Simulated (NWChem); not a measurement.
System: CH3ClMgO; SMILES C[O][Mg][Cl]

```xyz
7

Mg     0.0652    -0.3409    -0.0003
Cl     0.5141    -2.4925     0.0010
O     -0.2943     1.3815    -0.0013
C     -0.5745     2.7263    -0.0021
H     -1.1585     3.0303     0.8892
H      0.3458     3.3435    -0.0069
H     -1.1659     3.0277    -0.8894
```
Atoms are numbered in this order, from 1.

Level: PBE0/def2-SVP (NWChem), optimised geometry, unscaled harmonic frequencies. 

```tsv
frequency (cm⁻¹)	IR intensity (km/mol)
78	1.6
78	1.6
157	83.8
157	83.8
362	4.5
718	58.4
1188	0.0
1188	0.0
1313	377.4
1475	0.6
1475	0.6
1482	33.1
2978	150.7
3050	59.3
3050	59.3
```

The zero-point energy comes out as 26.8 kcal/mol, the thermal correction to the enthalpy at 298.15 K (with zero-point energy) is 31.3 kcal/mol and the heat capacity Cv is 16.8 cal/(mol K). The entropy at 298.15 K and 1 atm (symmetry number 3) is 76.3 cal/(mol K) and the dipole moment is 1.61 D.

Rigid rotor and harmonic oscillator; modes under 100 cm⁻¹ make the entropy uncertain.
